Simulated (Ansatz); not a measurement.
Reaction (hydrogenolysis of the Si–F bond): `C[Si](F)(S)S` + H₂ → `C[SiH](S)S` + H–F

Computed with Ansatz on PBE0-D4/def2-TZVP structures; ΔE is electronic, products minus reactants. CCSD(T)/CBS is the MP2 limit (def2-TZVPP, def2-QZVPP) plus CCSD(T) − MP2 in def2-TZVPP, frozen cores. This one scheme is used for every species. DFT in def2-TZVPP. B3LYP here is the variant with VWN-RPA as its local correlation; programs differ in this. Each species was taken in one conformer, which may not be the lowest.

`C[Si](F)(S)S`:

```xyz
10

C    -0.726    1.129   -0.601
Si   -0.003   -0.348    0.243
F    -0.673   -0.457    1.692
S     2.103   -0.282    0.531
S    -0.416   -2.061   -0.936
H    -1.805    1.010   -0.722
H    -0.543    2.027   -0.007
H    -0.272    1.267   -1.584
H     2.027    0.598    1.546
H     0.310   -2.884   -0.161
```

H₂:

```xyz
2

H     0.053   -0.292    0.226
H    -0.053    0.292   -0.226
```

`C[SiH](S)S`:

Cartesian coordinates in Å:
```
C -0.543 1.341 0.242
Si -0.044 -0.299 -0.481
S -0.951 -1.776 0.771
S 2.073 -0.553 -0.631
H -1.631 1.440 0.254
H -0.176 1.441 1.266
H -0.125 2.154 -0.354
H -0.486 -0.435 -1.891
H -0.396 -2.816 0.128
H 2.280 -0.496 0.696
```

H–F:

```xyz
2

F     0.431   -0.142   -0.075
H    -0.431    0.142    0.075
```

CCSD(T)/CBS gives +123.2 kJ/mol.

Another level gave +118.1 kJ/mol. Which?
A. r2SCAN-D4/def2-TZVPP
B. PBE0-D4/def2-TZVPP
C. ωB97M-V/def2-TZVPP
D. B3LYP/def2-TZVPP

B. PBE0-D4 118.1, B3LYP 124.8, ωB97M-V 129.3, r2SCAN-D4 133.7 kJ/mol.

Largest T1 diagnostic among the species: 0.011.

The D4 term adds +3.6 kJ/mol with B3LYP and +1.8 kJ/mol with PBE0; it sums over pairs of atoms, weighted by their polarisabilities, and B3LYP, whose exchange is more repulsive, gets the larger term.
